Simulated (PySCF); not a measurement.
Si(F)(Me) (CH3FSi), SMILES [Si](C)F (connectivity only; charge and spin as stated), neutral, multiplicity 1. Atoms are numbered in the order given.

```xyz
6

Si    -0.6466     0.1954     0.0000
F      0.6062     1.2227     0.0000
C      0.3261    -1.4203     0.0000
H     -0.3198    -2.3010     0.0000
H      0.9799    -1.4588    -0.8801
H      0.9799    -1.4588     0.8801
```

The structure is a stationary point at PBE0-D3(BJ)/def2-TZVP.

All values below come from ωB97X/def2-TZVPD (PySCF).

Mulliken values depend strongly on the basis, most of all with diffuse functions as here. ESP charges are fitted to the potential on shells at 1.4 to 2.0 van der Waals radii. Atomic charges (e):

```csv
atom,ESP fit,Mulliken
Si1,0.06,0.30
F2,-0.16,-0.23
C3,-0.05,-0.86
H4,0.02,0.31
H5,0.06,0.24
H6,0.06,0.24
```
